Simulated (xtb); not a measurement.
xtb input (GFN-FF):

```bash
xtb mol.xyz --gfnff --opt tight --chrg 0 --uhf 0
```
mol.xyz:
```
15

Si    -0.00655979    -0.00660061     0.03377805
C      1.81005133     0.28235701    -0.32672926
C     -0.66537564    -1.32710877    -1.12197188
C     -0.98031190     1.57524973    -0.13658726
O     -0.21514214    -0.46907199     1.61903291
H      1.95662686     0.62399704    -1.35460299
H      2.39402677    -0.63305187    -0.20011566
H      2.22642799     1.03958842     0.34109159
H     -0.56925146    -1.01827104    -2.16605334
H     -1.72121359    -1.52707749    -0.92710693
H     -0.12002940    -2.26763346    -1.00776809
H     -2.03563239     1.40963974     0.08941781
H     -0.91106286     1.97078312    -1.15265252
H     -0.60648730     2.33883707     0.54853743
H      0.21338687    -1.27481491     1.91582708
```

End of the output:

```
         :::::::::::::::::::::::::::::::::::::::::::::::::::::
         ::                     SUMMARY                     ::
         :::::::::::::::::::::::::::::::::::::::::::::::::::::
         :: total energy              -2.013686703412 Eh    ::
         :: gradient norm              0.000405597909 Eh/a0 ::
         ::.................................................::
         :: bond energy               -2.037640947211 Eh    ::
         :: angle energy               0.007950517820 Eh    ::
         :: torsion energy             0.000001094819 Eh    ::
         :: repulsion energy           0.095016838901 Eh    ::
         :: electrostat energy        -0.071294969773 Eh    ::
         :: dispersion energy         -0.007429175621 Eh    ::
         :: HB energy                  0.000000000000 Eh    ::
         :: XB energy                  0.000000000000 Eh    ::
         :: bonded atm energy         -0.000290062346 Eh    ::
         :: external energy            0.000000000000 Eh    ::
         :: add. restraining           0.000000000000 Eh    ::
         :: total charge               0.000000000000 e     ::
         :::::::::::::::::::::::::::::::::::::::::::::::::::::
Note: The following floating-point exceptions are signalling: IEEE_UNDERFLOW_FLAG IEEE_DENORMAL
normal termination of xtb

           -------------------------------------------------
          |                Property Printout                |
           -------------------------------------------------

molecular dipole:
                 x           y           z       tot (Debye)
 q only:        0.240      -0.058      -0.630       1.719
           -------------------------------------------------
          |                Geometry Summary                 |
           -------------------------------------------------

      molecular mass/u    :       90.1965188
   center of mass at/Å    :       -0.0076167      -0.0117981       0.0475869
  moments of inertia/u·Å² :        0.1509480E+03   0.1520779E+03   0.1594566E+03
rotational constants/cm⁻¹ :        0.1116784E+00   0.1108487E+00   0.1057192E+00

 * 14 selected distances

     #   Z          #   Z                                           value/Å
     1  14 Si       2   6 C                                       1.8698829 (max)
     1  14 Si       3   6 C                                       1.8698829
     1  14 Si       4   6 C                                       1.8698619
     1  14 Si       5   8 O                                       1.6757142
     2   6 C        6   1 H                                       1.0863433
     2   6 C        7   1 H                                       1.0860561
     2   6 C        8   1 H                                       1.0859516
     3   6 C        9   1 H                                       1.0863433
     3   6 C       10   1 H                                       1.0859516
     3   6 C       11   1 H                                       1.0860561
     4   6 C       12   1 H                                       1.0858802
     4   6 C       13   1 H                                       1.0863376
     4   6 C       14   1 H                                       1.0858802
     5   8 O       15   1 H                                       0.9792476 (min)

 * 4 distinct bonds (by element types)

   Z      Z             #   av. dist./Å        max./Å        min./Å
   1 H    6 C           9     1.0860889     1.0863433     1.0858802
   1 H    8 O           1     0.9792476     0.9792476     0.9792476
   6 C   14 Si          3     1.8698759     1.8698829     1.8698619
   8 O   14 Si          1     1.6757142     1.6757142     1.6757142

optimized geometry written to: xtbopt.xyz

           -------------------------------------------------
          | TOTAL ENERGY               -2.013686703412 Eh   |
          | GRADIENT NORM               0.000405597909 Eh/α |
           -------------------------------------------------
########################################################################
[WARNING] Runtime exception occurred
-1- gfnff_setup: Could not read topology file.
########################################################################

------------------------------------------------------------------------
------------------------------------------------------------------------
 total:
 SCF:
 ANC optimizer:
```
